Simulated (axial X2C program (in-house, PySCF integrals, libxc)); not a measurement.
Ionising the radicals of a process plasma

Computed with an in-house all-electron X2C program for linear molecules (integrals from PySCF), spin-free (one-electron X2C) or two-component (2c: spin–orbit coupling with atomic mean-field Coulomb and Gaunt terms, which also bring small scalar terms), in Dyall basis sets with cores contracted in-house; open shells are unrestricted.

Level CCSD(T), spin-free. Basis sets: B dyall-v3z, Br dyall-cv3z, F dyall-av3z, Ge dyall-cv3z, H dyall-v3z, Mg dyall-cv3z, Mo dyall-cv3z, Ni dyall-cv3z, Si dyall-v3z, Sn dyall-cv3z, Ti dyall-cv3z. Frozen shells (counts by l): MgSi Si 2s1p, Mg 2s1p, 6 electrons correlated; TiBr Br 3s2p1d, Ti 3s2p, 11 electrons correlated; Sn₂ Sn 4s3p2d, 8 electrons correlated; MoSi Mo 4s3p1d, Si 2s1p, 10 electrons correlated; NiSi Ni 3s2p, Si 2s1p, 14 electrons correlated; GeF Ge 3s2p1d, F 1s, 11 electrons correlated; GeH Ge 3s2p, H none, 15 electrons correlated; Si₂ Si 2s1p, 8 electrons correlated; GeB Ge 3s2p1d, B 1s, 7 electrons correlated. Coupled cluster in natural virtuals with an MP2 remainder. Where the outer core of a metal is frozen, bonds come out longer and ionisation energies lower.

```tsv
species	state	ion state	adiabatic IE with zero-point terms (eV)	D0 (eV)	D0 of the ion (eV)
MgSi	M_S = 1, Λ = 0	M_S = 1/2, Λ = 1	6.72	0.88	1.70
TiBr	M_S = 3/2, Λ = 3	M_S = 1, Λ = 2	6.75	n/a	n/a
Sn₂	M_S = 1, Λ = 0	M_S = 3/2, Λ = 0	6.82	2.15	2.54
MoSi	M_S = 2, Λ = 1	M_S = 5/2, Λ = 0	6.83	n/a	n/a
NiSi	M_S = 0, Λ = 3	M_S = 1/2, Λ = 0	7.28	n/a	n/a
GeF	M_S = 1/2, Λ = 1	M_S = 0, Λ = 0	7.35	5.19	5.64
GeH	M_S = 1/2, Λ = 1	M_S = 0, Λ = 0	7.69	n/a	2.97
Si₂	M_S = 1, Λ = 0	M_S = 3/2, Λ = 0	7.78	3.02	3.33
GeB	M_S = 3/2, Λ = 0	M_S = 1, Λ = 1	8.50	2.81	2.12
```

Which of these can a metastable argon atom (³P2, 11.55 eV, NIST) ionise on energy grounds?

At CCSD(T), spin-free, IE lies below 11.55 eV for MgSi, TiBr, Sn₂, MoSi, NiSi, GeF, GeH, Si₂, GeB.

Which of these can a metastable xenon atom (³P2, 8.32 eV, NIST) ionise on energy grounds?

At CCSD(T), spin-free, IE lies below 8.32 eV for MgSi, TiBr, Sn₂, MoSi, NiSi, GeF, GeH, Si₂. Within the error of the method (some tenths of an eV) the answer is open for GeB.

Give the threshold for dissociative ionisation to the lowest fragments, IE + D0(ion).

At CCSD(T), spin-free: MgSi → Si + Mg+: 8.42 eV; Sn₂ → Sn+ + Sn: 9.36 eV; GeF → Ge+ + F: 12.99 eV; GeH → Ge+ + H: 10.66 eV; Si₂ → Si+ + Si: 11.11 eV; GeB → Ge+ + B: 10.62 eV.

Each entry is the lowest single determinant of a limited PBE0 search at one distance. De goes to single-determinant-based atoms at the same level (for ions the charge split of lowest energy) and is withheld (n/a) where an atom does not fit its ground term or J level. Main or longest-lived isotopes. One determinant is a doubtful description, or other states lie close, for MgSi, TiBr, TiBr⁺, Sn₂, Sn₂⁺, MoSi, MoSi⁺, NiSi, NiSi⁺, Si₂, Si₂⁺, GeB, GeB⁺; these need not be ground states, and all values refer to the states named. These values were not checked against measured ones; errors of some tenths of an eV are usual, and D0 of doubtful transition-metal species is not given. Spin-free thresholds lack the spin–orbit lowering of heavy atomic ions, up to half an eV for Sn⁺ or Sb⁺.
